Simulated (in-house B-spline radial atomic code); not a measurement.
**Removing one electron from Tc XLII (Tc41+)**

Closed shell 1s2. Computed with a B-spline radial code for spherical atoms: Koopmans values of Dirac-Hartree-Fock plus a diagonal self-energy, in second order or with its direct term screened (direct RPA, with the hole-particle interaction, or full time-dependent Hartree-Fock), linearised in energy; no-pair Dirac-Coulomb Hamiltonian, finite nucleus. Shifts add to the Koopmans value (the ΔSCF shift is orbital relaxation alone); the final value takes TDHF screening with Breit and QED.

Command:
```bash
python run_mb.py task.json out
```
Settings (nuclear radius in fm, box in bohr, cutoff in hartree):
```
basis_form          2
Z                   43
core_configuration  1s2
rms_radius          4.41117
mass_number         97
speed_of_light      137.036
box_radius          2.899
lmax                7
intervals           57
virtual_cutoff      7396.0
```

Time taken, with all properties: 0.6 s on 1 thread of Intel(R) Xeon(R) Platinum 8259CL CPU @ 2.50GHz (shared host).

Energies in eV:

```json
{"subshell": "1s1/2", "Koopmans": "25053.26", "ΔSCF shift": "-1.649", "second order": "?", "direct RPA": "?", "hole-particle": "?", "TDHF": "?", "Breit + QED": "?", "final": "?"}
```

(1) What does the self-energy do to 1s1/2?

Results:

(1) It shifts the removal energy by -0.485 eV in second order, -0.447 with direct RPA, -0.494 with the hole-particle term and -0.502 with TDHF screening (quasi-particle weight 1.000); Breit and QED add -49.114 eV. The final value is 25003.64 eV, against 25004.531 ± 0.01 eV (NIST, tabulated theory). Recoil and two-electron QED terms are left out.
